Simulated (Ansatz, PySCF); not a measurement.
Process, species as SMILES: N[Si](N)(N)Br -> N[Si](N)Br + [NH2] (NH2) (the N-Si bond at the site shown breaks; other sites are not compared here)
Geometries: B3LYP-D3(BJ)/def2-TZVP minima from Ansatz (a program for electronic structure), one conformer each, not searched for the lowest. Frequencies are from Ansatz or PySCF.

Quantity: bond dissociation energy (0 K, with B3LYP-D3(BJ) harmonic zero-point energies), in kcal/mol. Cores are frozen in the correlated levels unless marked. Open shells are spin-unrestricted. Spin-orbit coupling is left out. Frozen are the shells of the preceding noble gas and the d and f shells that filled before the atom's block. Non-relativistic. CBS(X,Y): correlation extrapolated as X^-3; Hartree-Fock from the larger set. The bracket is a focal-point correction in the basis named.

RI-MP2/CBS(def2-TZVPP,def2-QZVPP)+[CCSD(T)-MP2]/def2-TZVPP (Ansatz) gives 110.9 kcal/mol.

Another calculation gave 101.3 kcal/mol. Which level was it?
(A) B2PLYP/def2-TZVPD (Ansatz)
(B) r2SCANh/def2-TZVPD (Ansatz)
(C) BLYP/def2-TZVPD (Ansatz)
(D) PBE-QIDH/def2-TZVPD (Ansatz)

B, r2SCANh/def2-TZVPD (Ansatz). The others give 104.8 (B2PLYP), 95.5 (BLYP), 108.7 (PBE-QIDH) kcal/mol.
